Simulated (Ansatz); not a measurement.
The cluster Cu4Te2. Total charge 0; triplet. Geometry PBE-D4/def2-SVP, that of the charge +1 doublet; atoms count from 1.

```xyz
6

Cu   -0.717    0.278    1.527
Cu    1.152    1.218    0.319
Cu   -1.152   -1.219   -0.319
Cu    0.716   -0.277   -1.528
Te    1.215   -1.362    0.817
Te   -1.215    1.362   -0.817
```

In the def2 sets Te takes a core potential; there is no spin–orbit coupling. The structure comes from a short search, and lower isomers may exist.

(1) Estimate the Mulliken populations from the PBE0/def2-SVP orbitals of Ansatz.

(2) Where does the spin sit?

(3) And the Mayer bond orders between bonded heavy atoms (over 0.3)?

Results:

(1) 
```json
{"atom": "Cu1", "charge (e)": "0.04", "spin (α − β)": "0.33", "d electrons": "9.78"}
{"atom": "Cu2", "charge (e)": "0.05", "spin (α − β)": "0.33", "d electrons": "9.78"}
{"atom": "Cu3", "charge (e)": "0.05", "spin (α − β)": "0.33", "d electrons": "9.78"}
{"atom": "Cu4", "charge (e)": "0.05", "spin (α − β)": "0.33", "d electrons": "9.78"}
{"atom": "Te5", "charge (e)": "-0.09", "spin (α − β)": "0.34", "d electrons": "–"}
{"atom": "Te6", "charge (e)": "-0.09", "spin (α − β)": "0.34", "d electrons": "–"}
```
Mulliken values and Mayer orders depend strongly on the basis.

(2) Summed by element: Cu 1.33, Te 0.67, of 2 unpaired in all. Largest on single atoms: Te5 0.34, Te6 0.34, Cu1 0.33.

(3) Cu1–Cu2 0.46 (2.42 Å); Cu1–Cu3 0.46 (2.42 Å); Cu1–Te5 0.56 (2.63 Å); Cu1–Te6 0.56 (2.63 Å); Cu2–Cu4 0.46 (2.42 Å); Cu2–Te5 0.56 (2.63 Å); Cu2–Te6 0.56 (2.63 Å); Cu3–Cu4 0.46 (2.42 Å); Cu3–Te5 0.56 (2.63 Å); Cu3–Te6 0.56 (2.63 Å); Cu4–Te5 0.56 (2.63 Å); Cu4–Te6 0.56 (2.63 Å).
